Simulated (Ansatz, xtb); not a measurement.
# Relative energy of two isomers of C5H6N2OSi

Structure X: `O=Cc1ncncc1[SiH3]`, a singlet. Structure Y: `O=Cc1cncnc1[SiH3]`, a singlet. Both are isolated molecules in the gas phase, relaxed with PBE0-D3(BJ)/def2-SVP; the shapes shown needn't be the lowest conformers.

X (Å):

```xyz
15

C    -2.0730   -0.3407   -1.1584
C    -1.3073    0.4098   -0.1241
C    -1.3317    1.5070    1.8498
C     0.6516    1.3494    0.7669
C     0.0690    0.6294   -0.2866
N    -2.0092    0.8374    0.9247
N    -0.0314    1.7845    1.8218
O    -1.5514   -0.7794   -2.1530
Si    1.0914    0.0334   -1.7671
H    -3.1588   -0.4628   -0.9397
H    -1.8972    1.8646    2.7182
H     1.7234    1.5832    0.7527
H     2.4760    0.5184   -1.4598
H     0.6492    0.6637   -3.0410
H     1.1280   -1.4518   -1.8593
```

Y (Å):

```xyz
15

C    -2.8332   -1.3562   -0.2139
C    -2.0072   -0.3552    0.4796
C    -2.4460    0.2595    1.6538
C    -0.5390    1.4506    1.7513
C    -0.7421    0.0189   -0.0174
N    -1.7188    1.1636    2.2965
N    -0.0188    0.9318    0.6408
O    -2.4861   -1.9092   -1.2300
Si    0.0420   -0.7016   -1.6102
H    -3.8207   -1.5841    0.2579
H    -3.4243    0.0049    2.0839
H     0.0727    2.1964    2.2731
H     1.3585   -0.0099   -1.7253
H    -0.7893   -0.3811   -2.8044
H     0.2665   -2.1683   -1.4754
```

Energies in hartree; the thermal terms are from GFN2-xTB frequencies at re-optimised GFN2-xTB minima (ideal gas, soft modes damped towards free rotors, one conformer each, 298.15 K, 1 atm) and include the zero-point energy:

```
                              X           Y
E, CCSD(T)/def2-SVP  −666.468319  −666.461387
    E, MP2/def2-SVP  −666.366638  −666.357552
  E, MP2/def2-TZVPP  −667.177647  −667.168599
  zero-point energy     0.097239     0.096724
       H(298 K) − E     0.106898     0.106579
       G(298 K) − E     0.063833     0.063038
```

Q: Correct the CCSD(T) difference for the basis set by the MP2 change, then work out ΔE, ΔE₀, ΔH and ΔG for X → Y in kcal/mol (1 Eh = 627.51 kcal/mol) and the equilibrium ratio [Y]/[X].

A: 1. Differences Y − X: CCSD(T) +0.006932, MP2 in the small set +0.009086, MP2 in the large set +0.009048 Eh.
2. ΔE = +0.006932 + (+0.009048 − (+0.009086)) = +0.006894 Eh = +4.33 kcal/mol.
3. ΔE₀ = ΔE + ΔZPE = +0.006894 + (−0.000515) Eh = +4.00 kcal/mol.
4. ΔH = ΔE + (−0.000319) Eh = +4.13 kcal/mol.
5. ΔG = ΔE + (−0.000795) Eh = +3.83 kcal/mol, so ΔS = (ΔH − ΔG)/T = +4.2 J/(mol K).
6. kT = 0.9442 mEh, so K = [Y]/[X] = exp(−ΔG/kT) = exp(−6.46) ≈ 0.0016.

Structure X is favoured at this temperature. An error of 1 kcal/mol in ΔG would change K by a factor of 5.4. Mirror images and further conformers aren't counted.

As drawn, both hold the same kinds of bond in the same numbers.

Other levels gave ΔE = +1.1 (GFN2-xTB); +2.0 (HF/STO-3G, GFN2-xTB geometries); +3.7 (r2SCAN-D4/def2-SVP, GFN2-xTB geometries); +3.9 (PBE0-D3(BJ)/def2-SVP); +3.4 (HF/def2-SVP); +5.7 (MP2/def2-SVP); +4.3 (CCSD(T)/def2-SVP) kcal/mol. The correlated steps freeze 13 core orbitals. Programs: Ansatz 0.2.0, xtb 6.7.1.
